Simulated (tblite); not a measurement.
Species: C5H3ClN (doublet state).
SMILES with atom numbers: `[CH2:1]=[C:2](/[C:3]=[CH:4]\[Cl:5])[C:6]#[N:7]` (hydrogens: H8, H9 on C1; H10 on C4)

Computed geometry: GFN2-xTB, gas phase. This method treats the open shell by occupation alone, without spin polarisation.

**Question.** What internal coordinates does the optimisation give?

**Answer.** 
| bond | length (Å) | order |
| --- | --- | --- |
| C1=C2 | 1.376 | double |
| C2–C3 | 1.362 | single |
| C3=C4 | 1.282 | double |
| C4–Cl5 | 1.767 | single |
| C2–C6 | 1.429 | single |
| C6≡N7 | 1.144 | triple |
| C1–H8 | 1.074 | single |
| C1–H9 | 1.074 | single |
| C4–H10 | 1.079 | single |

Orders are formal, as drawn. A selection of angles:
| angle | degrees |
| --- | --- |
| C2–C1–H8 | 120.6 |
| C2–C1–H9 | 120.7 |
| H8–C1–H9 | 118.8 |
| C1–C2–C3 | 125.3 |
| C1–C2–C6 | 118.9 |
| C3–C2–C6 | 115.8 |
| C2–C3–C4 | 171.9 |
| C3–C4–Cl5 | 122.5 |
| C3–C4–H10 | 125.9 |
| Cl5–C4–H10 | 111.6 |
| C2–C6–N7 | 179.4 |

The 4 C–C bonds span 1.282 Å (C3=C4, drawn double in a drawing that doesn't fit all lengths) to 1.429 Å (C2–C6, drawn single in a drawing that doesn't fit all lengths), a spread of 0.147 Å. C1 (carbon bonded to C and 2 H) is planar (angles 120.7°, 120.6° and 118.8°, sum 360.0°, 0.00 Å off the plane of its three neighbours). C4 (carbon bonded to C, Cl and H) is planar (angles 125.9°, 122.5° and 111.6°, sum 360.0°, 0.00 Å off the plane of its three neighbours). C2 (carbon bonded to 3 C) is planar (angles 125.3°, 118.9° and 115.8°, sum 360.0°, 0.02 Å off the plane of its three neighbours).

Point group: C1 (no symmetry element, even within 0.4 Å). Its GFN2-xTB frequencies are all real (lowest 60 cm⁻¹). 3 starts were optimised and ended at 0.00, 8.53 and 10.16 kcal/mol (GFN2-xTB); the lowest of these is shown.
